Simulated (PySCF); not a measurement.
An unknown gives this computed stick spectrum. Method used: PySCF 2.14.0, density-fitted response routines, TDDFT CAM-B3LYP/def2-SVPD, vertical, gas phase, core orbitals frozen in the response. Geometries: GFN2-xTB, one conformer each.

```json
{"state": "S1", "E (eV)": "6.68", "λ (nm)": "185.6", "f": "0.242"}
{"state": "S2", "E (eV)": "6.72", "λ (nm)": "184.4", "f": "0.021"}
{"state": "S3", "E (eV)": "7.16", "λ (nm)": "173.0", "f": "0.013"}
{"state": "S4", "E (eV)": "7.40", "λ (nm)": "167.7", "f": "0.0024"}
{"state": "S5", "E (eV)": "7.61", "λ (nm)": "162.9", "f": "0.041"}
{"state": "S6", "E (eV)": "7.86", "λ (nm)": "157.8", "f": "0.0058"}
{"state": "S7", "E (eV)": "7.99", "λ (nm)": "155.2", "f": "0.0001"}
{"state": "S8", "E (eV)": "8.21", "λ (nm)": "151.0", "f": "0.0001"}
```

Problem. Which candidate is it? All have the formula C7H12.
A. `C=C(CC)C1CC1`
B. `CCCCC1C=C1`
C. `C=C(CC1CC1)C`
D. `C1C[C@H]2C[C@@H](C1)C2`

Solution. A. Its S1 lies at 6.68 eV; the nearest of the others has S1 at 6.98 eV. S1 is HOMO→LUMO+1 (96%). Löwdin shares by element: HOMO carbon 76% or more (atoms not listed hold the other 24%); LUMO carbon 40% or more (atoms not listed hold the other 60%). At the same level the other candidates give, for their lowest levels:
- `C=C(C)CC1CC1`: 6.98 eV (f 0.048); 7.20 eV (f 0.376); 7.76 eV (f 0.001); 7.80 eV (f 0.021); 7.96 eV (f 0.007); T1 4.45 eV; HOMO -8.39, LUMO 1.39 eV
- `C1C[C@H]2C[C@@H](C1)C2`: 7.78 eV (f 0.000); 8.06 eV (f 0.028); 8.26 eV (f 0.015); 8.39 eV (f 0.009); 8.41 eV (f 0.008); T1 7.61 eV; HOMO -9.23, LUMO 1.37 eV
- `CCCCC1C=C1`: 6.17 eV (f 0.005); 6.32 eV (f 0.061); 7.30 eV (f 0.031); 7.35 eV (f 0.001); 7.63 eV (f 0.005); T1 4.05 eV; HOMO -8.46, LUMO 1.12 eV

Shape of the structure used: `[CH2:1]=[C:2]([CH2:3][CH3:4])[CH:5]1[CH2:6][CH2:7]1`: C1–C2–C3–C4 0°, C1–C2–C5–C6 -35°.
Triplets come from the Tamm–Dancoff approximation.
